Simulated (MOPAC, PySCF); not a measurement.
C5H12, SMILES `CC(C)(C)C`, neutral singlet in the gas phase. 

Cartesian coordinates (Å):
SMILES: CC(C)(C)C
```xyz
17

C      0.2827    -0.1252     1.5019
C      0.0000     0.0000     0.0000
C     -0.9499    -1.1219    -0.4366
C     -0.6489     1.3595    -0.2863
C      1.3160    -0.1124    -0.7790
H      0.9585     0.6636     1.8404
H      0.7462    -1.0868     1.7344
H     -0.6399    -0.0485     2.0819
H     -0.5114    -2.1037    -0.2435
H     -1.1686    -1.0563    -1.5050
H     -1.8975    -1.0653     0.1041
H     -0.8615     1.4755    -1.3517
H      0.0080     2.1785     0.0158
H     -1.5905     1.4664     0.2574
H      1.8005    -1.0738    -0.5928
H      2.0128     0.6767    -0.4868
H      1.1433    -0.0264    -1.8543
```
Charge 0, multiplicity 1.

All levels are single points at this geometry (B3LYP-D3(BJ)/def2-TZVP); Pople sets use spherical d functions. Orbital energies aren't observables, and empty levels follow the basis.

AM1 in MOPAC gives HOMO (eV) = -11.58.

**Question.** Estimate the HOMO (eV) from each of these levels: B3LYP-D3(BJ)/def2-TZVP in PySCF; HF/STO-3G in PySCF; PM3 in MOPAC; PM6 in MOPAC; PM7 in MOPAC.

**Answer.** 
```tsv
level	HOMO (eV)
B3LYP-D3(BJ)/def2-TZVP in PySCF	-8.79
HF/STO-3G in PySCF	-11.20
PM3 in MOPAC	-12.06
PM6 in MOPAC	-11.35
PM7 in MOPAC	-11.39
```
